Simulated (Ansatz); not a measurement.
Reaction (substitution at a C–O bond): `CC(C)[O][Sn][OH]` + `[SiH3]S` → `CC(C)S[SiH3]` + `[OH][Sn][OH]`

Gas-phase electronic energies from Ansatz, PBE0-D4/def2-TZVP geometries. CCSD(T)/CBS is the MP2 limit (def2-TZVPP, def2-QZVPP) plus CCSD(T) − MP2 in def2-TZVPP, frozen cores. DFT in def2-TZVPP. B3LYP here is the variant with VWN-RPA as its local correlation; programs differ in this. Elements past krypton have def2 core potentials. For Sn outer-core shells are correlated without core-valence functions, which leaves a few kJ/mol of doubt a bond. One conformer a species, not always the lowest.

```
             level  ΔE (kcal/mol)  difference from CCSD(T)/CBS
            PBE-D4           -8.5                          0.4
         r2SCAN-D4           -8.1                          0.8
           PBE0-D4           -8.5                          0.4
          B3LYP-D4           -6.8                          2.1
           ωB97X-V           -7.4                          1.5
           ωB97M-V           -7.9                          1.0
            B2PLYP           -7.5                          1.4
               PBE           -8.2                          0.7
            r2SCAN           -8.1                          0.8
              PBE0           -8.4                          0.5
             B3LYP           -6.4                          2.5
     HF/def2-TZVPP           -5.1                          3.8
    MP2/def2-TZVPP           -9.9                         -1.0
SCS-MP2/def2-TZVPP           -8.7                          0.2
   CCSD/def2-TZVPP           -7.4                          1.5
CCSD(T)/def2-TZVPP           -7.8                          1.1
     HF/def2-QZVPP           -5.2                          3.7
    MP2/def2-QZVPP          -10.6                         -1.7
SCS-MP2/def2-QZVPP           -9.4                         -0.5
      HF/CBS(def2)           -5.2                          3.7
     MP2/CBS(def2)          -11.1                         -2.2
    CCSD/CBS(def2)           -8.5                          0.4
       CCSD(T)/CBS           -8.9                            0
```

Largest T1 diagnostic among the species: 0.018.

In def2-TZVPP, CCSD(T) changes the Hartree–Fock value by −2.6 kcal/mol (the triples alone add −0.4 kcal/mol) and MP2 by −4.8 kcal/mol.

CCSD(T)/CBS has its own doubt, a few kJ/mol and more with outer-core shells, so smaller differences from it don't rank the levels.
